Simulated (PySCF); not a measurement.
Computed IR spectrum (relative IR intensity) of a molecule C2H8FNSi2. Geometry: PBE-D3(BJ)/def2-SVP. The values are those of a single conformer. These are PySCF 2.14.0 with PBE-D3(BJ)/def2-SVP values and carry that method's errors. Frequencies are harmonic and unscaled.

Lines under 2 % of the strongest are left out, and lines within 2 cm⁻¹ are merged.

```csv
ν (cm⁻¹),relative intensity
316,2.5
351,12
409,6.3
523,7.6
580,2.5
685,17
712,14
806,9.3
835,86
873,29
894,37
911,100
929,37
956,13
962,9.5
983,13
1008,6.6
1153,50
1369,5.9
1621,3.2
2141,41
2158,44
2186,46
2196,24
3048,3.5
3141,3.0
3509,13
```

Problem. Which molecule gave these data?
A) N[SiH2]/C([SiH3])=C/F
B) C=C[Si@@H](F)N[SiH3]
C) C/C=N\[SiH2][SiH2]F
D) N[Si@@H]1C[C@H](F)[SiH2]1

Solution. B, C=C[Si@@H](F)N[SiH3]
